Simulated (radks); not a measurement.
Values are calculated unless marked as measured or tabulated.
Pr IV, configuration [Xe] 4f0.5 5d1 6p0.5 (fractional occupations, a model configuration). Level of theory: scalar-relativistic Kohn-Sham, r2SCAN, spin-polarised, spherical densities, finite nucleus; open shells are filled with parallel spins first (spin-orbit coupling, left out, can overturn this in heavy ions); meta-GGA in the generalised Kohn-Sham scheme; Fermi nuclear charge, rms radius 4.8919 fm (a radial shooting solver on a logarithmic mesh with Libxc functionals).

Normalised radial functions P(r) = r R(r), r in bohr:

```
   r/bohr * 5s down, o 5p up, + 4f down (the largest magnitude, 1.03, reaches the edge; | marks zero, & curves that meet)
 0.003308                             & *
 0.004483                             &  *
 0.006075                             &   *
 0.008234                             +o  *
  0.01107                             +o  *
    0.015                             + o *
  0.02033                             +  &
  0.02756                             +*  o
  0.03735                           * +    o
  0.05021                        *    +     o
  0.06805                      *      +    o
  0.09223                        *    |+o
    0.125                          o  | &
   0.1694                     o       |    +  *
   0.2278                     o       |        *+
   0.3087                             &               +
   0.4183                 *           |         o           +
   0.5669                 *           |           o              +
   0.7684                             |o *                       +
    1.041             o               |                    *+
      1.4     o                       |              +          *
    1.897         o                   |       +        *
    2.572                   o         |  +  *
    3.485                          o  |&
    4.723                             &
     6.35                             &
    8.606                             &
    11.66                             &
```

5s down: eigenvalue -73.846 eV, 4 radial nodes at r = 0.0296, 0.117, 0.307, 0.729 bohr, <r> = 1.43 bohr, 90 % of the charge inside 2.04 bohr. 5p up: eigenvalue -54.578 eV, 3 radial nodes at r = 0.105, 0.309, 0.778 bohr, <r> = 1.61 bohr, 90 % of the charge inside 2.32 bohr. 4f down (empty): eigenvalue -41.209 eV, 0 radial nodes, <r> = 0.912 bohr, 90 % of the charge inside 1.51 bohr.
